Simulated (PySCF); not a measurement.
# Heteronuclear NMR

Atoms are numbered as in `[CH3:1][CH2:2][Si@H:3]1[CH2:4][C@H:5]([C:6]#[N:7])[CH2:8]1` (H(Xn): hydrogen on atom n). Ha(C4), Ha(C8) are cis to C2 on the ring; Hb(C4), Hb(C8) are trans to C2 on the ring.

Theoretical values (PySCF 2.14): shielding tensors at PBE0/pcSseg-1 (GIAO), structure optimised with GFN2-xTB. No relativistic terms, a single conformation, in vacuum, one averaged value for each set of equivalent atoms.

(1) Predict the ²⁹Si NMR data.

(2) Where does ¹⁵N resonate?

Results:

(1) 
```json
{"atoms": "Si3", "environment": "silicon bonded to 3 C, H, in a 4-membered ring", "σ (ppm)": "351.7", "δ (ppm)": "-9.1"}
```

Shieldings were converted by a linear fit to measured shifts: ²⁹Si (scatter 8.9 ppm rms, 25.8 ppm with the 6 outliers that the fit left out vs TMS, solution or neat liquid). A few per cent of atoms miss by over 2 rms, more outside the fitted compound classes.

On a 500 MHz spectrometer ²⁹Si resonates near 99.3 MHz, so 1 ppm is 99.3 Hz.

(2) 
| atoms | environment | σ (ppm) | δ (ppm) |
| --- | --- | --- | --- |
| N7 | nitrile nitrogen | -30.6 | -119.9 |

Shieldings were converted by a linear fit to measured shifts: ¹⁵N: δ = -148.07 − 0.921σ (rms 6.3 ppm, 71 shifts vs CH3NO2, solution or neat liquid). Occasional misses reach two or three times the rms, and more in compound classes unlike the fitted ones.

On a 400 MHz spectrometer ¹⁵N resonates near 40.5 MHz, so 1 ppm is 40.5 Hz.
